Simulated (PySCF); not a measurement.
## Dy(BH4)3(NH3) at several levels of theory

Computed with PySCF 2.14.0 (density fitting, no spin-orbit coupling) at the geometry relaxed with PBE0:

```xyz
20
Dy(BH4)3(NH3) (singlet in the valence; each metal's 4f electrons, 9 of them, lie in its core potential, out of spins and levels)
Dy    0.0821   -0.0797    0.0668
B     1.2246    1.7766    1.2235
H     1.8102    2.6575    1.8033
H     1.6367    0.6323    1.5471
H     1.3601    1.8346   -0.0202
H    -0.0039    1.7716    1.4533
B    -1.7847   -1.2333    1.1900
H    -2.6683   -1.8221    1.7624
H    -1.8534    0.0074    1.3272
H    -1.7594   -1.4598   -0.0411
H    -0.6428   -1.5557    1.6108
B     1.3007   -1.3202   -1.6746
H     1.8812   -1.9308   -2.5379
H     0.8304   -2.0614   -0.7817
H     0.3143   -0.6741   -2.1145
H     2.0232   -0.4816   -1.0963
N    -1.4059    1.4205   -1.2421
H    -1.8890    2.0731   -0.6210
H    -0.9097    1.9890   -1.9311
H    -2.1317    0.9108   -1.7498
```

```
level                                                              basis    state  HOMO (eV)  gap (eV)  charge on Dy1 (e)  population of f-type functions on Dy1 (polarisation alone where 4f lies in the core)  dipole about the centre of mass (D)  largest force component (eV/Å)
 PBE0      Dy lcecp-1-SVP with ECP55, B def2-SVP, H def2-SVP, N def2-SVP  singlet      -8.97      7.96               0.37                                                                                  0.05                                 5.67                            0.02
M06-L                                                           the same  singlet      -7.91      6.76               0.85                                                                                  0.05                                 5.59                            0.15
 PBE0  Dy lcecp-1-TZVP with ECP55, B def2-TZVP, H def2-TZVP, N def2-TZVP  singlet      -8.99      7.82               0.90                                                                                  0.06                                 5.54                            0.23
```

In the lcecp rows the 4f levels are missing from HOMO and gap, and the state counts the valence alone.

Charges are Mulliken's, which hang on the basis. The relaxation used the grid (50, 194), these runs (75, 302) or, all-electron (x2c bases, spin-free X2C Hamiltonian), (99, 590).

Question: What does BP86 with Dy lcecp-1-SVP with ECP55, B def2-SVP, H def2-SVP, N def2-SVP give here?

Answer: state singlet, HOMO (eV) -7.74, gap (eV) 5.99, charge on Dy1 (e) 0.01, population of f-type functions on Dy1 (polarisation alone where 4f lies in the core) 0.05, dipole about the centre of mass (D) 5.66, largest force component (eV/Å) 0.29. Time: 13 s on 4 threads of Intel(R) Xeon(R) Platinum 8488C (Sapphire Rapids) (shared host), from an already converged density.

In the first row's basis the gap widens with exact exchange: 6.0 to 6.8 eV for BP86, M06-L (none); 8.0 eV for PBE0 (a fixed share).

No frequency check is given that shows the relaxed geometry to be a minimum. An lcecp potential fixes the number of 4f electrons, so in runs with it no electron can move into or out of that shell.
